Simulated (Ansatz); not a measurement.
A search over several starts for the lowest SCF solution of the cluster Ga3H6 at the given spin, in a small basis.

```yaml
crystal:
  periodic: [false, false, false]
  atoms:
    - {symbol: Ga, position_ang: [-0.702305, 1.087907, -0.759540]}
    - {symbol: Ga, position_ang: [0.338382, -0.056495, 1.325567]}
    - {symbol: Ga, position_ang: [0.170494, -1.073796, -1.484990]}
    - {symbol: H, position_ang: [0.705989, -0.098329, 2.817968]}
    - {symbol: H, position_ang: [0.637615, -2.379337, -2.181777]}
    - {symbol: H, position_ang: [0.804183, 1.204708, 0.244681]}
    - {symbol: H, position_ang: [-1.407111, 2.438808, -0.969214]}
    - {symbol: H, position_ang: [0.711157, -1.329566, 0.281724]}
    - {symbol: H, position_ang: [-1.258393, 0.206100, 0.725591]}
basis:
  gaussian: {orbitals: def2-SVP}
magnetization: {spin_polarized: true, initial_magnetization: 1}
hamiltonian: {xc: pbe0, dispersion: d4}
output: {orbitals: {seedname: orbitals}}
```

```sh
$ ansatz run in.yaml --threads 4 --pin off --events-out ev --progress --plain --max-ram 3916MiB
```

It prints (some lines left out):

```
Functional definition: PBE0
1269 factors; integrals over basis functions are off by at most 1.5e-3 eV
mean field evaluation 1: about -157187.5005 eV, gradient 2.2e1 eV
mean field evaluation 2: about -157187.5559 eV, gradient 2.5e1 eV
mean field evaluation 4: about -157188.7206 eV, gradient 4.7e-1 eV
mean field evaluation 8: about -157188.7395 eV, gradient 1.0e-1 eV
mean field evaluation 16: about -157188.7400 eV, gradient 8.6e-4 eV
mean field -157188.73995151 eV, -5776.5796468634 hartree, gradient 3.2e-5 eV, S^2 0.754813; 4 other end points of the search recorded, 0 dependent functions left out
reference -157188.73998619 eV, -5776.5796481378 hartree; 50, 49 occupied and 76, 77 virtual orbitals, 1269 factors
Total energy: -157188.94665556 eV, -5776.5872430971 hartree
```

Run time 6.5 s (4 threads of Arm Neoverse V1 on a shared host).

The structure comes from a short search, and lower isomers may exist.
